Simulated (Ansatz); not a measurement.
Start from `[CH3][SnH2][C]#N` and change one atom or group to get `N#[C][SnH3]`.

Ansatz, PBE0-D4/def2-TZVP geometries, multiplicity 1. 

Elements past krypton have def2 core potentials.

```
                                                                                  property  `[CH3][SnH2][C]#N`
                                                        LUMO energy (PBE0/def2-TZVPP) / eV               -0.45
ideal-gas entropy at 298 K and 1 bar (rigid rotor, harmonic PBE0-D4/def2-TZVP) / J/(mol·K)                 346
                                                         HOMO energy (PBE/def2-TZVPP) / eV               -7.80
                                                      HOMO–LUMO gap (PBE0/def2-TZVPP) / eV                8.57
                                                   HOMO–LUMO gap (ωB97M-V/def2-TZVPP) / eV               12.22
                                                         LUMO energy (PBE/def2-TZVPP) / eV               -1.27
```

(1) What does the change do to each property? (An estimate is asked.)

Answers

(1) Computed: 
| property | `N#[C][SnH3]` | shift |
| --- | --- | --- |
| LUMO energy (PBE0/def2-TZVPP) / eV | -0.35 | 0.10 |
| ideal-gas entropy at 298 K and 1 bar (rigid rotor, harmonic PBE0-D4/def2-TZVP) / J/(mol·K) | 291 | -55 |
| HOMO energy (PBE/def2-TZVPP) / eV | -8.23 | -0.43 |
| HOMO–LUMO gap (PBE0/def2-TZVPP) / eV | 9.18 | 0.61 |
| HOMO–LUMO gap (ωB97M-V/def2-TZVPP) / eV | 12.81 | 0.59 |
| LUMO energy (PBE/def2-TZVPP) / eV | -1.22 | 0.05 |

With PBE0 the HOMO falls by 0.51 eV and the LUMO rises by 0.10 eV, so the gap widens by about 0.61 eV. PBE moves the HOMO by -0.43 eV and ωB97M-V by -0.57 eV. The zero-point energy changes by -77.7 kJ/mol with -9 modes.
